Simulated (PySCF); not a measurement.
C₂H₃Br₂Cl, SMILES CC(Cl)(Br)Br. Atoms are numbered in the order given.

```xyz
8

C     -1.8282     0.7201     0.0000
C     -0.3402     0.4338     0.0000
Cl     0.5856     1.9639     0.0000
Br     0.1374    -0.6099    -1.6031
Br     0.1374    -0.6099     1.6031
H     -2.0871     1.3012     0.8968
H     -2.3923    -0.2224     0.0000
H     -2.0871     1.3012    -0.8968
```

Coordinates come from a B3LYP-D3(BJ)/def2-SVP optimisation.

Level of theory: r2SCAN/def2-TZVP in PySCF.

ESP charges are fitted to the potential on shells at 1.4 to 2.0 van der Waals radii. Atomic charges (e):

| atom | ESP fit | Mulliken |
|---|---|---|
| C1 | -0.66 | -0.32 |
| C2 | -0.25 | 0.14 |
| Cl3 | 0.05 | -0.08 |
| Br4 | 0.04 | -0.07 |
| Br5 | 0.04 | -0.07 |
| H6 | 0.26 | 0.13 |
| H7 | 0.26 | 0.14 |
| H8 | 0.26 | 0.13 |

Computed Mayer and Wiberg (Löwdin basis) orders of the bonds:
| bond | Mayer | Wiberg |
|---|---|---|
| C1–C2 | 0.98 | 1.34 |
| C2–Cl3 | 1.09 | 1.62 |
| C2–Br4 | 1.04 | 1.50 |
| C2–Br5 | 1.04 | 1.50 |
| C1–H6 | 0.95 | 0.88 |
| C1–H7 | 0.95 | 0.89 |
| C1–H8 | 0.95 | 0.88 |
